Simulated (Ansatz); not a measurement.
Job for Ansatz (a program for electronic structure): U-BHLYP/def2-TZVPP on SiC+, 2S+1 = 4, a spin state set in the input, which need not be the lowest, a point of a bond scan (R = 1.823 Å). Charge +1.

Ansatz 0.2 input:
```yaml
crystal:
  periodic: [false, false, false]
  atoms:
    - {symbol: C, position_ang: [0.00000000, 0.00000000, 0.00000000]}
    - {symbol: Si, position_ang: [0.00000000, 0.00000000, 1.82326800]}
basis:
  gaussian:
    orbitals: def2-TZVPP
    pivot_positions_ang: [[0.00000000, 0.00000000, 0.00000000], [0.00000000, 0.00000000, 1.82326800]]
hamiltonian:
  xc: {name: BHLYP}
total_charge: 1
magnetization: {spin_polarized: true, initial_magnetization: 3}
output: {forces: true, orbitals: {seedname: ./end}}
```

Program output:

```
WARN ansatz: RAYON_NUM_THREADS=2 ignored (pool sized by the plan → 2); use --threads N
Functional definition: BHLYP
integrals: 0.01 GiB planned
531 factors; their error is unknown
mean field: 0.20 GiB planned
mean field evaluation 1: about -8892.5088 eV, gradient 3.1e1 eV
mean field evaluation 2: about -8880.7248 eV, gradient 4.8e1 eV
mean field evaluation 4: about -8899.3502 eV, gradient 1.8e0 eV
mean field evaluation 8: about -8899.4444 eV, gradient 1.8e-2 eV
mean field evaluation 16: about -8899.5001 eV, gradient 1.7e-5 eV
mean field -8899.50014533 eV, -327.0505980432 hartree, gradient 1.7e-5 eV, S^2 3.752921; 0 other end points of the search recorded, 0 dependent functions left out
the calculation of the forces begins
reference -8899.50026816 eV, -327.0506025570 hartree; 11, 8 occupied and 62, 65 virtual orbitals, 531 factors
Total energy: -8899.50026816 eV, -327.0506025570 hartree
Atom 0 at     0.000000     0.000000     0.000000 Å, force    -0.000000     0.000000     0.518043 eV/Å
Atom 1 at     0.000000     0.000000     1.823268 Å, force     0.000000    -0.000000    -0.518043 eV/Å
Dipole moment:    -0.000000    -0.000000     0.271610 e Å
```

Self-consistency was reached.

Cost: roughly 2.0 core-seconds.
